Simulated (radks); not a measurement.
Coulomb parameter of the 4d shell of the silver ion Ag+ in the model configuration [Kr] 4d8.5 5s1.5, as a second difference U = [E(n + 0.25) + E(n - 0.25) - 2 E(n)] / (0.25)^2 with all orbitals relaxed. "Bare": the charge of the atom changes with n. "Screened": the 5s shell takes up the change at fixed total charge, which measures U(4d,4d) + U(5s,5s) - 2 U(4d,5s). Method: Dirac Kohn-Sham, PBEsol, spin-unpolarised, spherical densities, point nucleus; open shells are shared between the two j in proportion to 2j + 1; computed with a radial shooting solver on a logarithmic mesh with Libxc functionals.

case,configuration,E - E(n) (eV)
start,[Kr] 4d8.5 5s1.5,0.000
bare +0.25,[Kr] 4d8.75 5s1.5,-4.880
bare -0.25,[Kr] 4d8.25 5s1.5,5.699
screened +0.25,[Kr] 4d8.75 5s1.25,-1.827
screened -0.25,[Kr] 4d8.25 5s1.75,1.971

U(bare) = 13.108 eV, U(screened by 5s) = 2.304 eV.
